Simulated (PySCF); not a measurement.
HfF2, SMILES [F][Hf][F] (connectivity only; charge and spin as stated), neutral, multiplicity 3.

Coordinates come from a PBE0-D3(BJ)/def2-TZVP optimisation. The spin state was assumed, not searched. The def2 effective core potentials stand for the cores of Hf; spin–orbit coupling is left out.

Level of theory: PBE/def2-TZVPD (PySCF).

The molecule is in vacuum.

Computed frontier levels, dipole moment and polarisability:
```yaml
"α spin, highest occupied and lowest empty level": -3.84 and -3.17 eV
"β spin, highest occupied and lowest empty level": -9.45 and -3.44 eV
dipole_moment: 0.258 e·Å
quadrupole, principal values (traceless, Buckingham form, about the centre of nuclear charge): -8.74, 4.27, 4.47 D·Å
mean_static_polarisability: 64.4 bohr³ (9.55 Å³)
polarisability_principal_values: 51.2, 66.8, 75.3 bohr³
"⟨S²⟩": 2.002 (pure state 2.00)
```
